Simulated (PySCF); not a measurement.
CH4AlClS, singlet, geometry from GFN2-xTB (such geometries of metal compounds can be far from the true shape). Base run: CCSD(T)/cc-pVDZ (PySCF).

PySCF was given this input:
```python
from pyscf import gto, scf, cc

mol = gto.Mole()
mol.atom = '''
    Al   -0.080800   -0.144372    0.280940
    Cl    1.920797   -0.374173    0.075904
    C    -1.182429   -0.808145    1.796156
    H    -1.958481   -1.506733    1.471588
    H    -1.698428    0.000535    2.320949
    H    -0.562712   -1.328363    2.529587
    S    -1.124594    0.944858   -1.332413
    H    -2.295456    0.803479   -0.723036
'''
mol.basis = 'cc-pvdz'
mol.charge = 0
mol.spin = 0
mol.verbose = 4
mol.max_memory = 1800
mol.build()

mf = scf.RHF(mol)
mf.kernel()

mycc = cc.CCSD(mf, frozen=16)
mycc.kernel()
et = mycc.ccsd_t()
print('E(CCSD(T)) = %.10f' % (mycc.e_tot + et))
```

The base run was repeated with changes; each row names its change, and settings that it needs were set with it.

```csv
change,ΔE vs base (kcal/mol),MP2 correlation (Eh),CC correlation without the perturbative part (Eh),basis functions
base,0.000,-0.47266,-0.52178,88
method = cisd,56.44,-,-,88
method = mp2,39.17,-0.47266,-,88
method = ccsd,___,-0.47266,-0.52178,88
```

Task: Some entries are withheld; supply them.

Result: 
- method = ccsd, ΔE vs base (kcal/mol): 8.35
